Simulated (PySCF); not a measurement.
**Zn⁺: excitation energy**

Zn⁺ [Ar] 3d10 4s1 (2S) → Zn⁺ [Ar] 3d10 4p1 (2P), as a difference of total energies. All numbers are calculated (PySCF 2.14, the non-relativistic Hamiltonian (point nucleus), in dyall-av2z (16s12p7d2f, 101 functions)). Correlated levels: valence: [Ar] frozen; virtual orbitals above 40 to 60 times the deepest correlated orbital energy dropped. The calculations carry no spin-orbit coupling.

```csv
method,excitation energy (cm⁻¹)
UHF,44091
MP2 (valence),46941
SCS-MP2 (valence),46571
CCSD (valence),46369
CCSD(T) (valence),46523
```

These non-relativistic numbers lack the scalar-relativistic shift.

Errors of the correlated levels include the incompleteness of this basis and the frozen core.

For comparison: 49064 cm⁻¹ (measured; NIST levels, between the centres of gravity of the two terms).
